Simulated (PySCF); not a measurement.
C4H5BFN, SMILES FB1CC[C@@H]1C#N. Atoms are numbered in the order given.

```xyz
12

N      2.7671     0.0848    -0.3998
C      1.6206     0.2268    -0.5056
C      0.1826     0.3637    -0.6077
C     -0.6791    -0.8628    -1.1012
C     -1.8070    -0.6426    -0.0389
B     -0.7636     0.2881     0.6783
F     -0.6004     0.7135     1.9101
H     -0.0690     1.2644    -1.1963
H     -0.1391    -1.8054    -0.9352
H     -0.9821    -0.8112    -2.1567
H     -2.6626    -0.0836    -0.4550
H     -2.1979    -1.5304     0.4797
```
Charge 0, spin multiplicity 1.

Coordinates come from a B3LYP-D3(BJ)/def2-SVP optimisation. The structure was generated by enumeration; whether it is a known compound was not checked.

Method: PBE0/pcSseg-1 (PySCF).

GIAO shieldings, no solvent; atoms listed in one row are averaged. δ = σ(ref) − σ: ¹⁵N against NH3 (σ = 267.4 ppm); ¹³C against TMS (σ = 186.3 ppm); ¹¹B against BF3 (σ = 88.8 ppm); ¹⁹F against CFCl3 (σ = 167.2 ppm); ¹H against TMS (σ = 31.56 ppm), references at their B3LYP-D3(BJ)/def2-TZVP geometries, non-relativistic.

Computed chemical shifts:
```json
[
 {"nucleus": "¹⁵N", "atoms": "N1", "count": "1", "δ (ppm)": "308.3"},
 {"nucleus": "¹³C", "atoms": "C2", "count": "1", "δ (ppm)": "123.2"},
 {"nucleus": "¹³C", "atoms": "C3", "count": "1", "δ (ppm)": "26.7"},
 {"nucleus": "¹³C", "atoms": "C5", "count": "1", "δ (ppm)": "25.3"},
 {"nucleus": "¹³C", "atoms": "C4", "count": "1", "δ (ppm)": "22.1"},
 {"nucleus": "¹¹B", "atoms": "B6", "count": "1", "δ (ppm)": "43.7"},
 {"nucleus": "¹⁹F", "atoms": "F7", "count": "1", "δ (ppm)": "-9.8"},
 {"nucleus": "¹H", "atoms": "H10", "count": "1", "δ (ppm)": "2.73"},
 {"nucleus": "¹H", "atoms": "H8", "count": "1", "δ (ppm)": "2.63"},
 {"nucleus": "¹H", "atoms": "H9", "count": "1", "δ (ppm)": "2.10"},
 {"nucleus": "¹H", "atoms": "H11, H12", "count": "2", "δ (ppm)": "1.87"}
]
```
